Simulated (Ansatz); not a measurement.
Z-matrix (Å, degrees):
```
Si
C 1 1.869
H 1 1.487 2 109.5
H 1 1.491 2 110.8 3 119.4
H 1 1.485 2 109.8 3 -119.9
Te 2 2.162 1 111.9 3 60.1
H 2 1.092 1 111.3 3 176.5
H 2 1.090 1 113.1 3 -61.7
Si 6 2.491 2 96.1 1 -64.8
H 9 1.484 6 114.0 2 82.7
H 9 1.485 6 105.7 2 -157.6
H 9 1.486 6 108.8 2 -39.2
```

The species carries charge 0 and has multiplicity 1. Te: def2 effective core potential.

Question: List the PBE0/def2-TZVPP orbital energies in eV (Ansatz 0.2.0). (Best estimate.)

Answer: Ansatz gave: Occupied: -1803.02, -1802.51, -278.92, -171.77, -145.33, -144.86, -120.75, -120.65, -120.46, -100.01, -99.97, -99.96, -99.51, -99.51, -99.51, -43.95, -43.93, -43.74, -43.65, -43.63, -20.37, -17.03, -14.96, -14.46, -12.34, -10.73, -10.14, -10.08, -9.70, -9.54, -8.96, -8.07, -6.21. Lowest empty: -0.98, -0.25, 0.68, 0.93, 1.00, 1.34, 1.51, 1.59.
